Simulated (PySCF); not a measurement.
Compound: C₅H₃FN₂S (charge +1 and doublet state).
Geometry (GFN2-xTB, Å), atoms numbered from 1 in this order:
```xyz
12
C5H3FN2S angstrom
C      2.154    0.578   -1.280
C      0.988    0.277   -0.692
F     -0.144    0.191   -1.365
S      0.855   -0.032    1.035
C     -0.939   -0.372    1.242
C     -1.737    0.789    0.878
N     -2.348    1.708    0.605
C     -1.354   -1.524    0.455
N     -1.662   -2.432   -0.155
H      2.197    0.759   -2.345
H      3.069    0.647   -0.717
H     -1.079   -0.590    2.311
```

The hyperfine couplings belong to this conformer and change with its torsions.

Identity: `FC([S+]C(C#N)C#N)=C` [radical] (charge +1).

Method used: UKS B3LYP, pcH-1 on C F H N S, non-relativistic, mean-field spin-orbit, GIAO (PySCF 2.14.0). One conformer (not necessarily the lowest) at the GFN2-xTB geometry, without solvent, vibrations or thermal averaging. Couplings are sensitive to structure, and on GFN2-xTB geometries they can be far from those on DFT ones, by a factor of two or more for some ions and for spin on atoms past the first row. The SCF solution wasn't tested for stability.

Principal values of hyperfine tensors in MHz (contact, dipolar and spin–orbit terms together), for some of the nuclei:

| atom | isotope | A1 | A2 | A3 |
| --- | --- | --- | --- | --- |
| H10 | 1H | -56.44 | -39.40 | -13.09 |
| H11 | 1H | -53.59 | -38.98 | -13.30 |
| C2 | 13C | -33.04 | -27.87 | -18.86 |
| S4 | 33S | -31.58 | -27.02 | 119.00 |
| F3 | 19F | -38.04 | -22.68 | 105.96 |
| C6 | 13C | 11.19 | 11.69 | 16.51 |
| C8 | 13C | 10.49 | 10.96 | 15.60 |
| C5 | 13C | -6.82 | -5.97 | -5.04 |

Question: Split each tensor into its isotropic and traceless parts, and turn a_iso into mT with g = 2.0084.

Answer: a_iso is a third of the trace, T = A − a_iso, and a(mT) = a(MHz)/(g × 13.996). The tensors hold a spin–orbit part: the run splits a_iso into a_FC + a_SO, and T includes its anisotropic share.

```csv
atom,a_iso (MHz),a_FC,a_SO,a_iso (mT),T1,T2,T3
H10,-36.31,-36.30,0.00,-1.292,-20.13,-3.09,23.22
H11,-35.29,-35.28,-0.01,-1.255,-18.30,-3.69,21.99
C2,-26.59,-27.01,0.42,-0.946,-6.45,-1.28,7.73
S4,20.13,20.23,-0.09,0.716,-51.71,-47.16,98.87
F3,15.08,12.15,2.93,0.536,-53.12,-37.76,90.88
C6,13.13,13.12,0.01,0.467,-1.94,-1.44,3.38
C8,12.35,12.34,0.01,0.439,-1.86,-1.39,3.25
C5,-5.94,-6.03,0.09,-0.211,-0.87,-0.03,0.90
```

Question: What spin density at the nucleus of H10 lies behind its contact coupling (g_N = 5.58569)?

Answer: a_FC = 800.24 MHz bohr³ × g_N × ρ(0)/(2S). With a_FC = -36.30 MHz and 2S = 1, ρ(0) = -0.008122 bohr⁻³. In magnitude that is 2.6 % of the 1/π = 0.318 of a free hydrogen atom.

Question: C1 (13C, g_N = 1.40482) isn't in the table. Its spin density at the nucleus is 0.03508 bohr⁻³. What is its contact coupling?

Answer: By the same relation, a_FC = 39.4 MHz. The spin–orbit term adds -0.21 MHz. Its full tensor has the principal values -4.99, -3.66, 126.35 MHz.

Question: Name the largest traceless tensor T of the table and describe it.

Answer: S4: -51.7, -47.2, 98.9 MHz (the dipolar term alone has -50.8, -48.0, 98.8), nearly axial, close to the ratio −1:−1:+2, the form that spin in one p orbital centred on that nucleus gives.

Question: In a single crystal, with the field along each principal axis of the tensor of H10 in turn, what first-order splitting does this nucleus give (isotropic g, quadrupole terms neglected)?

Answer: 2 lines (I = 1/2), spaced by |A_i|/(g × 13.996): 2.01, 1.40, 0.47 mT along the axes of A1, A2 and A3.
